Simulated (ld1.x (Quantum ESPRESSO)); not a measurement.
LDA (PZ) TM dataset for nickel (Ni), scalar-relativistic all-electron reference.

| Item | Value |
| --- | --- |
| Element | nickel (Ni) |
| Generator | ld1.x (Quantum ESPRESSO) 7.5 |
| Type | norm-conserving Troullier–Martins (Kleinman–Bylander form) |
| Functional | LDA (PZ) |
| Relativity | scalar-relativistic |
| Frozen core | [Ne] |
| Valence charge | 18 |
| Reference configuration | 3s2 3p6 3d8 4s2 4p0 |
| Partial waves | 3s (bound): rc 0.66 bohr; 3p (bound): rc 0.70 bohr; 3d (bound): rc 1.40 bohr |
| Local potential | all-electron potential smoothed inside 0.60 bohr (lloc = -1) |
| Core correction | none |

Occupied shells without a wave of their own: 4s. They enter only through the test configuration that unscreens the potential.

Poles of the logarithmic derivatives, all-electron (AE) and pseudo (PS). s: poles at -7.8 (AE) and -7.8 (PS) Ry. p: poles at -4.8 (AE) and -4.8 (PS) Ry. d: poles at 0.3 (AE) and 0.3 (PS) Ry. Test radius 1.55 bohr.

- Cutoffs needed: 260 Ry and over 300 Ry (the cutoffs (Ry, on a coarse ladder) from which the occupation-weighted sum of valence levels, in a spherical-Bessel basis at the reference potential, stays within 10 and 1 mRy of its value at 400 Ry)
- Ghost test: no extra level below or beside the all-electron valence levels (s, p, d, f tested) (spherical-Bessel basis up to 400 Ry, 20 bohr box)
- Largest excitation error: -1675 meV (all-electron minus pseudo) for 3s2 3p6 3d7 4s0 4p0, out of 7 test configurations
